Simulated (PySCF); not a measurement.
Pb(Cl)2, Cl2Pb, SMILES [Cl][Pb][Cl], CAM-B3LYP/def2-SVP optimised geometry.

```
3

Pb    -1.03    -1.22     0.00
Cl    -1.45     1.22     0.00
Cl     1.45    -1.22     0.00
```

Density from CAM-B3LYP/def2-TZVP, def2 effective core potentials past Kr (PySCF) at that geometry. The core electrons that the potentials of Pb replace are not part of the density.

Minimum of the electron density along straight lines between bonded atoms, close to the bond critical point (lines longer than 1.1 times the sum of covalent radii, or with two minima, are not listed):

```tsv
bond	length / Å	ρ at the minimum / e bohr⁻³	∇²ρ there / e bohr⁻⁵	position (fraction from the first atom)
Pb1–Cl2	2.479	0.074	0.17	0.49
Pb1–Cl3	2.479	0.074	0.17	0.49
```
